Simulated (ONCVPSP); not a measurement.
**Tl (Z = 81), ONCV: configuration errors across variants**

| Quantity | Value |
| --- | --- |
| Element | Tl |
| Generator | ONCVPSP 4.0.1 |
| Type | optimised norm-conserving Vanderbilt (ONCV) |
| Functional | LDA (Perdew-Wang 92) |
| Relativity | fully relativistic |
| Frozen core | [Kr] 4d10 4f14 |
| Valence charge | 21 |
| Reference configuration | 5s2 5p6 5d10 6s2 (charge +1) |
| Partial waves | 5s+6s: rc 1.55 bohr, ncon 5, nbas 9, qcut 6.1 1/bohr, 2 projectors; 5p: rc 1.20 bohr, ncon 4, nbas 7, qcut 11.9 1/bohr, 2 projectors, debl 2 Ha; 5d: rc 1.45 bohr, ncon 4, nbas 8, qcut 7 1/bohr, 2 projectors, debl 2.2 Ha; f scattering state at 0.27 Ha: rc 1.20 bohr, ncon 4, nbas 8, qcut 9.1 1/bohr, local |
| Local potential | the f channel |
| Core correction | none |

Open shells are filled in proportion to 2j + 1.

In the p channel the program set the typed energies aside and used -2.872, 0.250 Ha (j = l + 1/2; the other j can differ).

All-electron excitation energies from the reference (eV): (1) 5s2 5p6 5d10 6s2 6p1 -5.511; (2) 5s2 5p6 5d10 6s1 21.197; (3) 5s2 5p6 5d10 6s0 51.792; (4) 5s2 5p6 5d9 6s0 103.850.

2 further variants failed, have other tests or too few solved ones, and are left out.

A true bound ghost makes a file unfit for plane-wave use even where its test errors are small: the radial tests pick states by their node count and pass the ghost by.

Errors AE − PS in meV (a dash: test not solved or not reliable):

```tsv
change	(1)	(2)	(3)	(4)	bound ghosts	GHOST(+) flags above zero
base	-0.1	-1.5	-9.8	-9.3	none	s
all radii scaled by about 1.08 (s 1.68, p 1.30, d 1.56, f 1.30 bohr)	-0.1	-2.9	-15	-17	s	none
all radii scaled by about 1.17 (s 1.82, p 1.40, d 1.70, f 1.40 bohr)	0.0	-3.3	-17	-18	none	s
```

Give the same row for: all radii scaled by about 1.28 (s 1.98, p 1.54, d 1.86, f 1.54 bohr).

0.0, -3.6, -20, -20; bound ghosts: none; GHOST(+) flags above zero: none.
